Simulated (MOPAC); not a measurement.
MOPAC input (PM6):

```
PM6 FORCE THERMO(298,298) PRECISE LET UHF MS=0.5 GEO-OK AUX(PRECISION=9) THREADS=1
BrF2Ge

F    -1.59059835 1   -1.35456253 1   -0.27010643 1
Ge   -0.71478019 1   -0.00273665 1    0.33675576 1
F    -1.58761873 1    1.36341995 1   -0.24168828 1
Br    1.48604595 1    0.00042044 1   -0.19675362 1
```

From the output:

```
    Br    4   0.119673   1.354730   0.119665   1.387239

          HEAT OF FORMATION =    -130.965822 KCALS/MOLE

          ZERO POINT ENERGY       2.780 KCAL/MOL

           NORMAL COORDINATE ANALYSIS (Total motion = 1 Angstrom)

   Root No.       1         2         3         4         5         6

                 1 A"      1 A'      2 A'      3 A'      4 A'      2 A"

                  99.9     120.2     172.4     255.6     638.7     657.9

           1    0.1116   -0.0405   -0.0813   -0.1301    0.4284    0.4145
           2   -0.2072    0.1645   -0.3834   -0.0722   -0.0057   -0.0006
           3   -0.2890    0.3187    0.0918   -0.0782    0.0003   -0.0008
           4    0.1130   -0.0410   -0.0749   -0.1216   -0.0867   -0.1348
           5    0.0878    0.0527    0.0963    0.1565    0.1116   -0.1048
           6   -0.0000   -0.1198   -0.0928    0.3008    0.0012    0.0000
           7   -0.1733   -0.1494    0.3916    0.1021   -0.1002    0.1017
           8    0.1593    0.0799   -0.0159    0.1083   -0.4166    0.4018
           9    0.2890    0.3187    0.0918   -0.0782    0.0003    0.0008
          10   -0.0880    0.0824   -0.0058    0.1172    0.0008   -0.0003
          11   -0.0684   -0.1060    0.0074   -0.1508   -0.0010   -0.0002
          12    0.0000   -0.0427    0.0406   -0.2361   -0.0013   -0.0000

           MASS-WEIGHTED COORDINATE ANALYSIS (NORMAL COORDINATES)

   Root No.       1         2         3         4         5         6

                 1 A"      1 A'      2 A'      3 A'      4 A'      2 A"

                  99.9     120.2     172.4     255.6     638.7     657.9

           1    0.1746   -0.0629   -0.1252   -0.1342    0.6433    0.6145
           2   -0.3243    0.2551   -0.5908   -0.0745   -0.0086   -0.0009
           3   -0.4523    0.4942    0.1415   -0.0806    0.0005   -0.0012
           4    0.3456   -0.1242   -0.2255   -0.2452   -0.2546   -0.3907
           5    0.2686    0.1598    0.2902    0.3155    0.3276   -0.3037
           6   -0.0000   -0.3632   -0.2795    0.6064    0.0036    0.0000
           7   -0.2712   -0.2317    0.6034    0.1053   -0.1505    0.1508
           8    0.2492    0.1239   -0.0245    0.1117   -0.6255    0.5957
           9    0.4523    0.4942    0.1415   -0.0806    0.0005    0.0012
          10   -0.2823    0.2620   -0.0182    0.2478    0.0024   -0.0008
          11   -0.2194   -0.3371    0.0234   -0.3189   -0.0030   -0.0006
          12    0.0000   -0.1357    0.1284   -0.4993   -0.0039   -0.0000

          DESCRIPTION OF VIBRATIONS

 VIBRATION          1    1A"         ATOM PAIR     ENERGY CONTRIBUTION    RADIAL
 FREQUENCY            99.92         Ge2 -- Br4         +41.2% (146.0%)      0.0%
 TRANSITION DIPOLE   1.0199         Ge2 -- F 3         +29.4% (123.3%)      5.0%
 TRAVEL (Ang.)       0.2839         F 1 -- Ge2         +29.4% (123.3%)      5.0%
 REDUCED MASS        8.3711
 EFFECTIVE MASS     68.1709
 FORCE CONSTANT      0.0492

 VIBRATION          2    1A'         ATOM PAIR     ENERGY CONTRIBUTION    RADIAL
 FREQUENCY           120.21         F 1 -- Ge2         +36.5% ( 76.4%)      0.5%
 TRANSITION DIPOLE   1.2456         Ge2 -- F 3         +36.5% ( 76.4%)      0.5%
 TRAVEL (Ang.)       0.2481         Ge2 -- Br4         +27.1% ( 65.8%)     14.5%
 REDUCED MASS        9.1149
 EFFECTIVE MASS     41.4746
 FORCE CONSTANT      0.0776

 VIBRATION          3    2A'         ATOM PAIR     ENERGY CONTRIBUTION    RADIAL
 FREQUENCY           172.44         F 1 -- Ge2         +36.4% ( 73.0%)      1.0%
 TRANSITION DIPOLE   1.7422         Ge2 -- F 3         +36.4% ( 73.0%)      1.0%
 TRAVEL (Ang.)       0.2091         Ge2 -- Br4         +27.1% ( 63.0%)      2.0%
 REDUCED MASS        8.9471
 EFFECTIVE MASS     34.3691
 FORCE CONSTANT      0.1567

 VIBRATION          4    3A'         ATOM PAIR     ENERGY CONTRIBUTION    RADIAL
 FREQUENCY           255.56         Ge2 -- Br4         +56.9% (103.6%)     98.8%
 TRANSITION DIPOLE   5.3596         Ge2 -- F 3         +21.5% ( 63.7%)      1.9%
 TRAVEL (Ang.)       0.0883         F 1 -- Ge2         +21.5% ( 63.7%)      1.9%
 REDUCED MASS       33.8196
 EFFECTIVE MASS     74.6182
 FORCE CONSTANT      1.3014

 VIBRATION          5    4A'         ATOM PAIR     ENERGY CONTRIBUTION    RADIAL
 FREQUENCY           638.72         F 1 -- Ge2         +48.3% ( 71.5%)     87.7%
 TRANSITION DIPOLE   3.6584         Ge2 -- F 3         +48.3% ( 71.5%)     87.7%
 TRAVEL (Ang.)       0.1104         Ge2 -- Br4          +3.4% ( 19.0%)     47.0%
 REDUCED MASS        8.6609
 EFFECTIVE MASS     25.8730
 FORCE CONSTANT      2.0818

 VIBRATION          6    2A"         ATOM PAIR     ENERGY CONTRIBUTION    RADIAL
 FREQUENCY           657.85         F 1 -- Ge2         +47.3% ( 73.2%)     91.7%
 TRANSITION DIPOLE   4.0023         Ge2 -- F 3         +47.3% ( 73.2%)     91.7%
 TRAVEL (Ang.)       0.1024         Ge2 -- Br4          +5.4% ( 24.7%)      0.0%
 REDUCED MASS        9.7687
 EFFECTIVE MASS     28.9366
 FORCE CONSTANT      2.4908

      SYMMETRY NUMBER FOR POINT-GROUP Cs  =  1

          SYSTEM IS A GROUND STATE

 BrF2Ge

          MOLECULE IS NOT LINEAR

          THERE ARE  6 GENUINE VIBRATIONS IN THIS SYSTEM
          THIS THERMODYNAMICS CALCULATION IS LIMITED TO
          MOLECULES WHICH HAVE NO INTERNAL ROTATIONS

                    CALCULATED THERMODYNAMIC PROPERTIES
                                          *
   TEMP. (K)   PARTITION FUNCTION   H.O.F.    ENTHALPY  HEAT CAPACITY ENTROPY
                                   KCAL/MOL   CAL/MOLE    CAL/K/MOL  CAL/K/MOL

 298.00  VIB.     0.1620D+02                  1746.8359     9.3725    11.3965
         ROT.     0.2425D+06                   888.2803     2.9808    27.6194
         INT.     0.3928D+07                  2635.1162    12.3533    39.0159
         TRA.     0.2542D+28                  1480.4672     4.9680    41.6367
         TOT.                     -130.966    4115.5834    17.3214    80.6526

   *: NOTE: HEATS OF FORMATION ARE RELATIVE TO THE
            ELEMENTS IN THEIR STANDARD STATE AT 298K
              (=  Standard Enthalpy of Formation).

            Hvib:  Zero-point energy is not included.
                   frequencies of less than zero cm-1 are not included.
            Hrot = (3/2)RT
            Htra = (3/2)RT + pV = (5/2)RT

            Heat capacity is Cp, not Cv

          For more information, see: HTTP://OpenMOPAC.net/Manual/thermochemistry.html

           FORCE CONSTANT IN CARTESIAN COORDINATES (Millidynes/A)

    ATOM   CHEMICAL       X               Y               Z
   NUMBER   SYMBOL  FORCE CONSTANT  FORCE CONSTANT  FORCE CONSTANT

      1       F        3.741504        0.143512        0.073857
      2      Ge        4.250671        4.011891        1.208321
      3       F        0.360355        3.524662        0.073857
      4      Br        0.275828        0.415354        0.801974

 **********************
 *                    *
 * JOB ENDED NORMALLY *
 *                    *
 **********************
```
